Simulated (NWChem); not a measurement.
BaF cation; SMILES [F][Ba+]

Computed with NWChem. Coordinates come from a PBE0/def2-SVP optimisation. def2 effective core potentials on Ba; no spin-orbit coupling. B3LYP is NWChem's, with the RPA form of VWN correlation. Vertical excitations in the gas phase; the lowest state need not have the same character in each row.

Q: Order these by “lowest excitation, singlet (eV)”, lowest first: CAM-B3LYP/def2-SVP, TDA; B3LYP/def2-SVP, TDA; PBE/def2-SVP, TDA; LDA (Slater exchange, VWN5)/def2-SVP, TDA.

A: PBE/def2-SVP, TDA (5.33), LDA (Slater exchange, VWN5)/def2-SVP, TDA (5.52), B3LYP/def2-SVP, TDA (5.95), CAM-B3LYP/def2-SVP, TDA (6.39)
